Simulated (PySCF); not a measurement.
Excitation energy of Ni by level of theory

Ni [Ar] 3d8 4s2 (3F) → Ni [Ar] 3d10 (1S), as a difference of total energies. Calculation: PySCF 2.14, in x2c-TZVPPall (6s5p4d2f1g, 64 functions); the spin-free X2C one-electron Hamiltonian (Gaussian nucleus). Correlated levels: valence: [Ar] frozen. The calculations carry no spin-orbit coupling.

| method | excitation energy (cm⁻¹) |
| --- | --- |
| UHF | 50905 |
| MP2 (valence) | 330.69 |
| SCS-MP2 (valence) | 7210.7 |
| CCSD (valence) | 23422 |
| CCSD(T) (valence) | 19519 |

A first-order spin-orbit estimate (lowest level to lowest level, LS coupling) adds 0.125 eV.
